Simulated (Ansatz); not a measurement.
Species: PH, charge 0, triplet. PH (SMILES [PH], triplet).
B3LYP-D3(BJ)/def2-TZVP minimum from Ansatz (a quantum-chemistry and plane-wave program):
```
P
H 1 1.4285
```
Charge 0, spin multiplicity 3.

Total energies in cc-pV(Q+d)Z, 6 correlated electrons, 5 frozen orbitals. Radicals and triplets start from unrestricted determinants; spin-orbit coupling is neglected. Correlated methods leave the cores frozen. No relativity.

```tsv
method	program	energy (Eh)	minus CCSDT(Q) (mEh)
HF	Ansatz	-341.30167	142.93
MP2	Ansatz	-341.41583	28.77
CCSD	Ansatz	-341.43826	6.33
CCSD(T)	Ansatz	-341.44353	1.07
CCSDT(Q)	Ansatz	-341.44460	0.00
```

Rough core times of Ansatz's runs on a shared machine: CCSD(T) under 20 s, CCSDT(Q) 3 min.
